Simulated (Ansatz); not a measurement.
Basis-set extrapolation for CH7ClO3Si2 (`CO[Si@@H](O)[Si@@H](O)Cl`) (PBE0-D4/def2-TZVP geometry, frozen core, Ansatz 0.2.0). Multiplicity 1, RHF reference.

|  | def2-TZVPP | def2-QZVPP |
| --- | --- | --- |
| HF | -1304.251271 | -1304.295605 |
| MP2 correlation | -1.311768 | -1.421241 |
| CCSD(T) correlation | -1.418002 | not run |

Energies in hartree. Use E(X) = E(∞) + A·exp(−7.88·√X) for Hartree–Fock and E(X) = E(∞) + B·X^(−2.97) for correlation, with X = 3 and 4, and add CCSD(T) minus MP2 of the smaller set to the MP2 limit.

Task: What is the CCSD(T) energy at the basis-set limit?

Result: HF limit: -1304.295605 + (-0.044334) × 0.13774 = -1304.30171. MP2 limit: -1.421241 + (-0.109473) × 0.74074 = -1.50233. Higher-order term: -1.418002 − (-1.311768) = -0.10623. Total: -1305.91027 hartree, 151.2 kcal/mol below CCSD(T)/def2-TZVPP.
